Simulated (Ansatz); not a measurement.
Reaction (redistribution): `NB([SeH])CO` + `BOCO` → `NB(O)[SeH]` + `BOCCO`

Isolated molecules relaxed with PBE0-D4/def2-TZVP in Ansatz; ΔE leaves out vibrations. CCSD(T)/CBS adds triple-zeta CCSD(T) − MP2 to the extrapolated MP2 energy (def2 sets, frozen cores). For Se outer-core shells are correlated without core-valence functions, which leaves a few kJ/mol of doubt a bond. Scalar relativity is left out up to krypton. Each species was taken in one conformer, which may not be the lowest.

`NB([SeH])CO`:

Z-matrix (Å, degrees):
```
C
O 1 1.428
B 1 1.583 2 113.3
H 1 1.096 2 105.9 3 -118.9
H 1 1.099 2 111.0 3 127.5
H 2 0.960 1 107.8 3 -74.1
Se 3 1.964 1 117.5 2 168.0
N 3 1.388 1 118.7 2 -12.3
H 7 1.468 3 96.4 1 174.4
H 8 1.008 3 119.2 1 -2.7
H 8 1.004 3 125.5 1 -178.6
```

`BOCO`:

Z-matrix (Å, degrees):
```
C
O 1 1.416
O 1 1.382 2 111.0
H 1 1.096 2 106.2 3 -122.2
H 1 1.093 2 110.1 3 118.1
B 2 1.344 1 121.5 3 -104.2
H 3 0.962 1 108.8 2 -65.4
H 6 1.202 2 120.0 1 -2.9
H 6 1.196 2 117.0 1 177.8
```

`NB(O)[SeH]`:

Cartesian coordinates in Å:
```
N -0.785 0.143 0.601
B 0.229 0.075 -0.368
O 0.223 0.787 -1.534
Se 1.817 -1.079 -0.158
H -1.600 0.726 0.508
H -0.765 -0.387 1.453
H -0.542 1.353 -1.651
H 1.423 -1.618 1.149
```

`BOCCO`:

```xyz
12

B    -1.231    0.658    1.680
O    -0.018    0.221    1.312
C     0.178   -0.593    0.171
C     0.881    0.205   -0.911
O     1.195   -0.599   -2.023
H    -2.204    0.335    1.050
H    -1.284    1.364    2.643
H     0.799   -1.444    0.460
H    -0.786   -0.970   -0.194
H     1.826    0.588   -0.522
H     0.264    1.070   -1.190
H     0.380   -0.834   -2.475
```

```tsv
species	MP2/def2-TZVPP energy (Eh)
`NB([SeH])CO`	-2596.35228
`BOCO`	-216.05575
`NB(O)[SeH]`	-2557.18971
`BOCCO`	-255.26772
```

**Question.** Work out ΔE.

**Answer.** ΔE = (-2557.18971) + (-255.26772) − (-2596.35228) − (-216.05575) = -0.04940 Eh = -1.34 eV. CCSD(T)/CBS gives -1.33 eV.

Largest T1 diagnostic among the species: 0.013.

In def2-TZVPP, CCSD(T) changes the Hartree–Fock value by +0.12 eV (the triples alone add +0.02 eV) and MP2 by +0.09 eV. From PBE to PBE0 (25 % exact exchange), in def2-TZVPP and without D4, ΔE moves by −0.05 eV.
